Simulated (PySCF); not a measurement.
Can point charges reproduce the dipole moment of MoO2Cl2, `[O]=[Mo](=[O])([Cl])[Cl]`?

Coordinates (PBE0-D3(BJ)/def2-SVP, Å) and charges (e) from the PBE0/pcSseg-1 (def2-TZVP on Mo) density (PySCF):

```json
{"atom": "Mo1", "x": "0.082", "y": "-0.002", "z": "0.070", "Mulliken": "+1.2819", "ESP-fitted": "+0.7654"}
{"atom": "O2", "x": "0.017", "y": "-0.080", "z": "1.727", "Mulliken": "-0.3866", "ESP-fitted": "-0.2567"}
{"atom": "O3", "x": "1.690", "y": "0.013", "z": "-0.338", "Mulliken": "-0.3853", "ESP-fitted": "-0.2564"}
{"atom": "Cl4", "x": "-0.897", "y": "1.903", "z": "-0.645", "Mulliken": "-0.2557", "ESP-fitted": "-0.1271"}
{"atom": "Cl5", "x": "-0.892", "y": "-1.834", "z": "-0.813", "Mulliken": "-0.2543", "ESP-fitted": "-0.1252"}
```

Q: Form Σ q r in debye for every column and set it beside the full dipole.

A: The full density gives (-0.74, 0.02, -0.59) D, 0.94 D in size; dipole vectors point from the negative to the positive end.

| scheme | μx | μy | μz | size (D) | share of the full size (%) | angle to the full dipole (°) |
| --- | --- | --- | --- | --- | --- | --- |
| Mulliken | -0.47 | 0.02 | -0.37 | 0.59 | 63 | 0 |
| ESP-fitted | -0.72 | 0.02 | -0.57 | 0.92 | 98 | 0 |

Q: Which set comes closest?

A: Length of the difference vector: ESP-fitted 0.02 D, Mulliken 0.35 D. Closest: ESP-fitted. ESP charges are fitted to the potential around the molecule, whose slowest-falling term is the dipole's. 

Q: With the origin at the mean of the coordinates, (0.000, 0.000, 0.000) Å, which are the largest single terms, by size, of the ESP-fitted dipole along the direction of the full one?

A: O3 +1.37, O2 +1.34, Cl4 -0.70, Cl5 -0.70, Mo1 -0.39 D; all 5 atoms together +0.92 D. The single terms depend on the origin, their sum doesn't.

Q: Give the size of the full dipole in other units.

A: 0.94 D = 0.371 au = 0.196 e·Å = 3.15 × 10⁻³⁰ C·m.

Isolated species at its PBE0-D3(BJ)/def2-SVP geometry, gas phase. Atoms past krypton carry effective core potentials; spin–orbit coupling is left out.
